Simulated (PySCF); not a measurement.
# Vertical excitation energies

Compound: C3H4F3OP.
Numbering: `[O:1]=[P:2]1([C:3]([F:4])([F:5])[F:6])[CH2:7][CH2:8]1` (hydrogens: H9, H10 on C7; H11, H12 on C8)

Geometry (GFN2-xTB, Å), atoms numbered from 1 in this order:
```
atom  x, y, z in Å
O1     0.1951    2.2388   -0.4721
P2     0.0721    0.8136   -0.1735
C3     1.6912   -0.0885    0.1334
F4     2.3425    0.4519    1.1616
F5     2.4817   -0.0146   -0.9358
F6     1.5055   -1.3809    0.4091
C7    -1.1358   -0.3625   -0.8058
C8    -1.2396   -0.0337    0.7230
H9    -0.8679   -1.3788   -1.0529
H10   -1.9215    0.0401   -1.4303
H11   -2.0887    0.5661    1.0207
H12   -1.0334   -0.8522    1.3965
```

Method used: TDDFT PBE0/def2-SVPD, vertical, gas phase, core orbitals frozen in the response (PySCF 2.14.0, density-fitted response routines).

```json
{"state": "S1", "E (eV)": "6.31", "λ (nm)": "196.4", "f": "0.0071", "|μ| (D)": "0.54", "symmetry": "A″", "main configurations (H = HOMO, L = LUMO)": "H→L (94%)"}
{"state": "S2", "E (eV)": "7.07", "λ (nm)": "175.3", "f": "0.0056", "|μ| (D)": "0.46", "symmetry": "A′", "main configurations (H = HOMO, L = LUMO)": "H-1→L (64%), H→L+1 (30%)"}
{"state": "S3", "E (eV)": "7.20", "λ (nm)": "172.2", "f": "0.0052", "|μ| (D)": "0.44", "symmetry": "A″", "main configurations (H = HOMO, L = LUMO)": "H→L+2 (73%), H→L+3 (23%)"}
{"state": "S4", "E (eV)": "7.43", "λ (nm)": "166.8", "f": "0.125", "|μ| (D)": "2.10", "symmetry": "A′", "main configurations (H = HOMO, L = LUMO)": "H→L+1 (62%), H-1→L (25%)"}
{"state": "S5", "E (eV)": "7.48", "λ (nm)": "165.8", "f": "0.0055", "|μ| (D)": "0.44", "symmetry": "A″", "main configurations (H = HOMO, L = LUMO)": "H→L+3 (66%), H→L+2 (24%)"}
{"state": "S6", "E (eV)": "7.67", "λ (nm)": "161.7", "f": "0.0020", "|μ| (D)": "0.26", "symmetry": "–", "main configurations (H = HOMO, L = LUMO)": "H-1→L+1 (93%)"}
{"state": "S7", "E (eV)": "8.08", "λ (nm)": "153.5", "f": "0.015", "|μ| (D)": "0.70", "symmetry": "A′", "main configurations (H = HOMO, L = LUMO)": "H→L+4 (69%), H-1→L+2 (25%)"}
{"state": "S8", "E (eV)": "8.28", "λ (nm)": "149.8", "f": "0.089", "|μ| (D)": "1.68", "symmetry": "A′", "main configurations (H = HOMO, L = LUMO)": "H-1→L+2 (51%), H→L+4 (26%), H-1→L+3 (11%)"}
```

Triplets (Tamm–Dancoff): T1 5.81 eV, H→L (90%); T2 6.14 eV, H→L+1 (86%); T3 6.66 eV, H-1→L (85%).

The lowest singlet comes at 196 nm (609 kJ/mol) in the vacuum ultraviolet; it is weak; its leading configuration is HOMO→LUMO (94%). The most intense listed level is S4 at 7.43 eV (167 nm, f = 0.125), 1.12 eV above S1. Löwdin shares by element: HOMO oxygen 40%, carbon 32% or more, phosphorus 19%; LUMO carbon 28% or more, phosphorus 26%, oxygen 16% (atoms not listed hold the other 30%). The listed states span 1.97 eV, and the widest gap between neighbours is 0.76 eV (S1 to S2). Of the 8 states listed, 3 reach f = 0.01 and none stays under 0.0005. Orbital energies (eV): HOMO-3 -11.01, HOMO-2 -10.51, HOMO-1 -8.83, HOMO -8.01, LUMO -0.01, LUMO+1 0.37, LUMO+2 0.54. Symmetry labels in Cs follow from the direction of the transition dipole and are given only for states with f of 0.002 or more. The window holds the lowest 8 singlets.

Time: 35 s (with the writing of density and orbital grids); peak memory 0.84 GiB. Hardware: one thread, Intel Xeon Platinum 8488C (x86_64), shared host with 192 logical CPUs at a one-minute load of 14.
